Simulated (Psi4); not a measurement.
CH, doublet (typed; the unrestricted solution is spin-contaminated), at a GFN2-xTB geometry, with bond 2-1 at 1.8 times its length; HF/3-21G (Psi4).

Input for Psi4:
```
memory 2 GB

molecule mol {
0 2
C    -0.000000   -0.000000   -0.159079
H     0.000000    0.000000    1.845318
}

set {
  basis 3-21g
  reference uhf
  stability_analysis follow
  scf_type pk
}

energy('scf')
print_variables()
```

Task: What does Psi4 print? Leave out banner, timings and long lists.

Result: 
```
   => Loading Basis Set <=

    Name: 3-21G
    Role: ORBITAL
    Keyword: BASIS

         ---------------------------------------------------------
                                   SCF
               by Justin Turney, Rob Parrish, Andy Simmonett
                          and Daniel G. A. Smith
                              UHF Reference
         ---------------------------------------------------------

  ==> Geometry <==

    Molecular point group: c2v
    Full point group: C_inf_v

    Geometry (in Angstrom), charge = 0, multiplicity = 2:

       Center              X                  Y                   Z               Mass
    ------------   -----------------  -----------------  -----------------  -----------------
         C            0.000000000000     0.000000000000    -0.155297404918    12.000000000000
         H            0.000000000000     0.000000000000     1.849099595082     1.007825032230

  Running in c2v symmetry.

  Rotational constants: A = ************  B =      4.51302  C =      4.51302 [cm^-1]
  Rotational constants: A = ************  B = 135296.95133  C = 135296.95133 [MHz]
  Nuclear repulsion =    1.584049100063510

  Charge       = 0
  Multiplicity = 2
  Electrons    = 7
  Nalpha       = 4
  Nbeta        = 3

  ==> Algorithm <==

  SCF Algorithm Type is PK.
  DIIS enabled.
  MOM disabled.
  Fractional occupation disabled.
  Guess Type is SAD.
  Energy threshold   = 1.00e-06
  Density threshold  = 1.00e-06
  Integral threshold = 1.00e-12

  ==> Primary Basis <==

  Basis Set: 3-21G
    Blend: 3-21G
    Number of shells: 7
    Number of basis functions: 11
    Number of Cartesian functions: 11
    Spherical Harmonics?: false
    Max angular momentum: 1

  ==> Integral Setup <==

  Using in-core PK algorithm.
   Calculation information:
      Number of atoms:                   2
      Number of AO shells:               7
      Number of primitives:             12
      Number of atomic orbitals:        11
      Number of basis functions:        11

      Integral cutoff                 1.00e-12
      Number of threads:                 1

  Performing in-core PK
  Using 4422 doubles for integral storage.
  We computed 406 shell quartets total.
  Whereas there are 406 unique shell quartets.

  ==> DiskJK: Disk-Based J/K Matrices <==

    J tasked:                  Yes
    K tasked:                  Yes
    wK tasked:                  No
    Schwarz Cutoff:          1E-12

[...]
    Wavefunction unstable!
    Rotating orbitals by 0.5 * pi / 2 radians along unstable eigenvector.
    Wavefunction stable under totally symmetric rotations.
[...]
    Lowest totally symmetric eigenvalue: 0.198113
    Lowest UHF->UHF stability eigenvalues:
      A2 0.000000        B2 0.012289        B1 0.025765        A1 0.198113

    Stability analysis over.

  ==> Post-Iterations <==

   @Spin Contamination Metric:   7.018257703E-01
   @S^2 Expected:                7.500000000E-01
   @S^2 Observed:                1.451825770E+00
   @S   Expected:                5.000000000E-01
   @S   Observed:                5.000000000E-01

    Orbital Energies [Eh]
    ---------------------

    Alpha Occupied:

[...]
       1B1    -0.416435

    Alpha Virtual:

[...]
       7A1     1.328984

    Beta Occupied:

[...]
    Beta Virtual:

[...]
    Final Occupation by Irrep:
             A1    A2    B1    B2
    DOCC [     3,    0,    0,    0 ]
    SOCC [     0,    0,    1,    0 ]
    NA   [     3,    0,    1,    0 ]
    NB   [     3,    0,    0,    0 ]

  @UHF Final Energy:   -37.95960879903618

   => Energetics <=

    Nuclear Repulsion Energy =              1.5840491000635104
    One-Electron Energy =                 -53.7947762536798137
    Two-Electron Energy =                  14.2511183545801252
    Total Energy =                        -37.9596087990361752

  UHF NO Occupations:
  HONO-2 :    2 A1 1.9998317
  HONO-1 :    3 A1 1.5463614
  HONO-0 :    1 B1 1.0000000
  LUNO+0 :    4 A1 0.4536386
  LUNO+1 :    5 A1 0.0001683
  LUNO+2 :    6 A1 0.0000000
  LUNO+3 :    2 B2 0.0000000

Computation Completed

Properties will be evaluated at   0.000000,   0.000000,   0.000000 [a0]

Properties computed using the SCF density matrix

 Multipole Moments:

 ------------------------------------------------------------------------------------
     Multipole            Electronic (a.u.)      Nuclear  (a.u.)        Total (a.u.)
 ------------------------------------------------------------------------------------

 L = 1.  Multiply by 2.5417464519 to convert [e a0] to [Debye]
 Dipole X            :          0.0000000            0.0000000            0.0000000
 Dipole Y            :          0.0000000            0.0000000            0.0000000
 Dipole Z            :         -1.8044180            1.7334744           -0.0709435
 Magnitude           :                                                    0.0709435

 ------------------------------------------------------------------------------------

  Variable Map:
  ----------------------------------------------------------------------------
[...]
[...]
```
